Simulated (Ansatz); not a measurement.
`[OH][Zr]([OH])([Cl])[Cl]`, relaxed with RKS PBE0-D4/def2-TZVP in the Gaussian-basis code of Ansatz from a GFN2-xTB geometry. The force threshold is 0.005 eV/Å; the program also tests the step.

Total charge 0; spin multiplicity 1. Zr takes the def2 core potential.

Start:

```xyz
7

O    -1.201    0.979    0.641
Zr    0.330    0.173    0.009
O     0.099   -1.440   -0.855
Cl    1.508    1.643   -1.263
Cl    1.796   -0.173    1.709
H    -2.153    1.085    0.721
H    -0.379   -2.268   -0.961
```

```
        step  energy (eV)  largest force (eV/Å)  largest move (Å)
           1  -30450.1618                 2.239             0.000
           2  -30450.4969                 0.424             0.190
           3  -30450.5215                 0.153             0.052
           4  -30450.5249                 0.119             0.009
           5  -30450.5366                 0.212             0.083
6 (rejected)  -30450.3921                 2.481             0.198
           7  -30450.5430                 0.096             0.077
           8  -30450.5446                 0.063             0.045
           9  -30450.5450                 0.002             0.030
          10  -30450.5450                 0.012             0.006
          11  -30450.5450                 0.000             0.002
```

End:

```xyz
7

O    -1.248    0.955    0.626
Zr    0.377    0.169    0.054
O     0.053   -1.492   -0.798
Cl    1.434    1.620   -1.474
Cl    1.757   -0.190    1.932
H    -2.127    1.240    0.861
H    -0.244   -2.303   -1.200
```

It took 42 s on 4 threads of an Arm Neoverse V1 on a shared host, with 0.52 GiB of host memory at the peak.
